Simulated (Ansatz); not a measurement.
Ideal-gas functions of AlFH₃NSSi, SMILES `N[Si]1(F)[AlH][S]1` at 800 K and 1 bar, from an Ansatz frequency run at PBE0-D4/def2-TZVP.

Molar mass 123.16 g/mol, point group C1 (symmetry number 1), electronic degeneracy 1, moments of inertia 134.437, 278.449, 291.675 u Å². Harmonic wavenumbers (cm⁻¹, unscaled): 71, 169, 217, 248, 268, 297, 349, 409, 427, 519, 582, 784, 903, 914, 1564, 1952, 3613, 3721.

Use S(trans) = R[1.5 ln M + 2.5 ln T − 1.1517]; rotational temperatures θ = 24.2544 K / I; S(rot) = R[ln(√π/σ · √(T³/θAθBθC)) + 1.5]; for each mode x = 1.438777 ν̃/T, S = R[x/(eˣ − 1) − ln(1 − e⁻ˣ)] and H = RT x/(eˣ − 1); 1 cm⁻¹ = 0.0119627 kJ/mol; R = 8.31446 J/(mol·K).

**Question.** By hand: the entropy, in J/(mol·K).

**Answer.** Translation 189.4. Rotation: θ = 0.1804, 0.0871, 0.0832 K, giving 128.2. Vibration, mode by mode: 25.43, 18.25, 16.19, 15.10, 14.46, 13.63, 12.32, 11.05, 10.71, 9.18, 8.30, 6.11, 5.14, 5.06, 2.01, 1.15, 0.09, 0.08, in all 174.3. Electronic 0.0. Sum 491.9 J/(mol·K).

**Question.** By hand: H − E and G − E in kJ/mol, counted from the electronic energy.

**Answer.** Zero-point energy ½ × 17007 × 0.0119627 = 101.7; thermal vibration 64.7; translation, rotation and pV give 4 RT = 26.6. H − E = 193.0 kJ/mol, and G − E = 193.0 − 800 × 491.9/1000 = -200.5 kJ/mol.

Vibration gives 35 % of the entropy, 25.4 J/(mol·K) of it from the mode under 150 cm⁻¹: soft modes count most, and the harmonic formula is weakest for them. The sum counts one conformer and one mirror image; others add a mixing term.
